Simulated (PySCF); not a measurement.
Zn(H)(OH) (H2OZn), SMILES [OH][ZnH].

The structure is a stationary point at PBE0-D3(BJ)/def2-TZVP.

Two levels are set side by side: PBE/def2-TZVPD (PySCF) and CAM-B3LYP/def2-TZVPD (PySCF). Same geometry, gas phase. Differences are taken from unrounded values.

```tsv
quantity	CAM-B3LYP
orbital gap (eV)	9.84
highest occupied level (eV)	-9.82
lowest empty level (eV)	0.02
dipole moment (D)	1.52
mean polarisability (bohr³)	30.3
```

Question: What does PBE give, and how far is it from CAM-B3LYP? (The exact figures need the calculation; the answer reports its results.)

Answer: 
```tsv
quantity	PBE	PBE minus CAM-B3LYP
orbital gap (eV)	5.38	-4.46
highest occupied level (eV)	-6.70	3.13
lowest empty level (eV)	-1.32	-1.34
dipole moment (D)	1.35	-0.17
mean polarisability (bohr³)	33.0	2.7
```

PBE's occupied levels lie high since its potential decays too fast outside the molecule; exact exchange lowers them and widens the gap. Loosely held outer electrons make PBE densities more polarisable. Differences between two approximate levels are no errors against the true value.

Rough cost on one machine, each run with all the roots and properties that it gave: CAM-B3LYP against PBE within a factor of 2.
